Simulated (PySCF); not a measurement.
**Steps of a relaxation of Yb(OH)3**

Yb(OH)3 (singlet in the valence; each metal's 4f electrons, 13 of them, lie in its core potential, out of spins and levels). PySCF 2.14.0, RKS r2SCAN, Yb lcecp-1-SVP with ECP59, O def2-SVP, H def2-SVP; non-relativistic Hamiltonian with scalar-relativistic core potentials where named; density fitting; no spin-orbit coupling. Origin of the start: template. Columns: position (Å) and force (eV/Å). Energies are counted from the last step; some of the 14 steps are shown. Forces carry noise of the integration grid, about 0.01 to 0.03 eV/Å.

Run from Python with OMP_NUM_THREADS=2. Where DIIS fails, smearing, a level shift and second-order steps follow.
It took 38 s on 2 threads of AMD EPYC 9R45 96-Core Processor (Zen 5) (shared host), from the converged density of the start.

```xyz
7
step 0  E = 0.423 eV
Yb    0.0000    0.0000   -0.0047    -0.02    0.00   -0.41
O     2.1098    0.0000   -0.0047    -1.53    0.00    0.43
H     3.0098    0.0000    0.3453    -0.33    0.00   -0.30
O    -1.0549    1.8271   -0.0047     0.78   -1.33    0.43
H    -1.5049    2.6066    0.3453     0.16   -0.29   -0.30
O    -1.0549   -1.8271   -0.0047     0.78    1.33    0.43
H    -1.5049   -2.6066    0.3453     0.16    0.29   -0.30
```

```xyz
7
step 4  E = 0.026 eV
Yb    0.0000    0.0000   -0.1710     0.01    0.00   -0.11
O     1.9898    0.0000    0.0557     0.09    0.00    0.11
H     2.9040    0.0000    0.3404     0.02    0.00   -0.08
O    -0.9949    1.7232    0.0557    -0.05    0.08    0.12
H    -1.4521    2.5150    0.3404    -0.01    0.02   -0.08
O    -0.9949   -1.7233    0.0557    -0.05   -0.08    0.12
H    -1.4520   -2.5150    0.3404    -0.01   -0.02   -0.08
```

```xyz
7
step 9  E = 0.002 eV
Yb    0.0000    0.0000    0.0308     0.00    0.00    0.02
O     2.0074    0.0000    0.1231     0.03    0.00    0.01
H     2.9624    0.0000    0.2057    -0.08    0.00   -0.01
O    -1.0037    1.7385    0.1231    -0.01    0.03    0.01
H    -1.4812    2.5655    0.2057     0.04   -0.07   -0.01
O    -1.0037   -1.7385    0.1231    -0.01   -0.03    0.01
H    -1.4812   -2.5655    0.2057     0.04    0.07   -0.01
```

Problem. Where does the relaxation end?

Solution. It converges at step 13 in nearly D3h:
```xyz
7
step 13  E = 0
Yb    0.0000    0.0000    0.1272
O     2.0084    0.0000    0.1428
H     2.9657    0.0000    0.1538
O    -1.0042    1.7393    0.1428
H    -1.4829    2.5684    0.1538
O    -1.0042   -1.7393    0.1428
H    -1.4828   -2.5684    0.1538
```

Problem. How did the contacts change?

Solution. 
| contact | start (Å) | end (Å) |
| --- | --- | --- |
| Yb1–O2 (OH) | 2.110 | 2.008 |
| Yb1–O4 (OH) | 2.110 | 2.008 |
| Yb1–O6 (OH) | 2.110 | 2.008 |


No frequency check is given that shows the relaxed geometry to be a minimum. An lcecp potential fixes the number of 4f electrons, so in runs with it no electron can move into or out of that shell.
